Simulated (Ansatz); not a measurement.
One change: `O[SiH2][SiH2][SiH2]Cl` becomes `O[SiH2][SiH2]O`.

Ansatz, PBE0-D4/def2-TZVP geometries, multiplicity 1. Each molecule was computed in one conformer, which needn't be the lowest.

```tsv
property	`O[SiH2][SiH2][SiH2]Cl`
HOMO energy (PBE/def2-TZVPP) / eV	-6.57
LUMO energy (ωB97M-V/def2-TZVPP) / eV	0.58
size of the dipole moment (PBE/def2-TZVPP) / D	1.58
HOMO–LUMO gap (ωB97M-V/def2-TZVPP) / eV	10.31
size of the dipole moment (ωB97M-V/def2-TZVPP) / D	1.59
HOMO energy (B3LYP/def2-TZVPP) / eV	-7.54
```

Question: Give the same properties after the change, and the shifts. (Best estimate.)

Answer: Computed: 
| property | `O[SiH2][SiH2]O` | shift |
| --- | --- | --- |
| HOMO energy (PBE/def2-TZVPP) / eV | -6.72 | -0.15 |
| LUMO energy (ωB97M-V/def2-TZVPP) / eV | 0.83 | 0.25 |
| size of the dipole moment (PBE/def2-TZVPP) / D | 2.44 | 0.86 |
| HOMO–LUMO gap (ωB97M-V/def2-TZVPP) / eV | 10.83 | 0.52 |
| size of the dipole moment (ωB97M-V/def2-TZVPP) / D | 2.56 | 0.97 |
| HOMO energy (B3LYP/def2-TZVPP) / eV | -7.74 | -0.20 |

With PBE0 the HOMO falls by 0.19 eV and the LUMO rises by 0.30 eV, so the gap widens by about 0.49 eV. PBE moves the HOMO by -0.15 eV and ωB97M-V by -0.27 eV. Dipoles are sizes alone; their direction can turn.

B3LYP here is the variant with VWN-RPA as its local correlation; programs differ in this.
